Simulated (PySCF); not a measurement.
**Dipole response of P- (phosphorus, charge -1)**

[Ne] 3s2 3p4, high-spin 3P determinant. Calculation: PySCF 2.14, in aug-cc-pwCVDZ; the non-relativistic Hamiltonian (point nucleus). Coupled (time-dependent) response in atomic units; α is the mean over directions. A double-zeta set is small for polarisabilities.

| method | mean α (bohr³) | α xx, yy, zz | C₆ (like pair) | S(−4) |
| --- | --- | --- | --- | --- |
| UHF | 53.10 | 42.01, 75.27, 42.01 | 572.3 | 1318 |

S(−4) is the Cauchy moment in α(ω) = α(0) + S(−4) ω² + …

α(iu) at UHF:

```
u (hartree)  α(iu) (bohr³)
          0          53.10
     0.0500          50.18
      0.100          44.15
      0.200          32.77
      0.300          24.50
      0.500          14.30
      0.750          8.086
       1.00          5.080
       1.50          2.510
       2.00          1.500
       3.00         0.7321
       5.00         0.3097
```

A single London oscillator, α(iu) = α/(1 + u²/ω²), gives C₆ = (3/4) ω α². Matching the computed C₆ needs ω = 4 × 572.3 / (3 × 53.10²) = 0.271 hartree.

For an ion, C₆ is the dispersion term alone; charge-induced terms of lower order in 1/R come first.

The components differ because the open shell of this determinant is not spherical; for a pure term their mean is the scalar polarisability.
